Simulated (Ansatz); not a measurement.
A calculation with Ansatz (development build ahead of 0.2.0).

```yaml
crystal:
  periodic: [false, false, false]
  atoms:
    - { symbol: H, position_ang: [1.6686, 0.0, 0.0] }
    - { symbol: H, position_ang: [1.34993, 0.95221, 0.0] }
    - { symbol: H, position_ang: [0.51563, 1.54071, 0.0] }
    - { symbol: H, position_ang: [-0.51563, 1.54071, 0.0] }
    - { symbol: H, position_ang: [-1.34993, 0.95221, 0.0] }
    - { symbol: H, position_ang: [-1.6686, 0.0, 0.0] }
    - { symbol: H, position_ang: [-1.34993, -0.95221, 0.0] }
    - { symbol: H, position_ang: [-0.51563, -1.54071, 0.0] }
    - { symbol: H, position_ang: [0.51563, -1.54071, 0.0] }
    - { symbol: H, position_ang: [1.34993, -0.95221, 0.0] }
basis:
  gaussian: { orbitals: def2-SVP }
hamiltonian:
  xc: hf
```

The input is written out in the form of the current development build from the run's settings.

The run gave:

* Converged: yes
* Total energy: -5.39120 hartree
* Spin squared of the determinant: 0.000

Caution: stretched shape with no unrestricted run beside it, a lower state can exist.
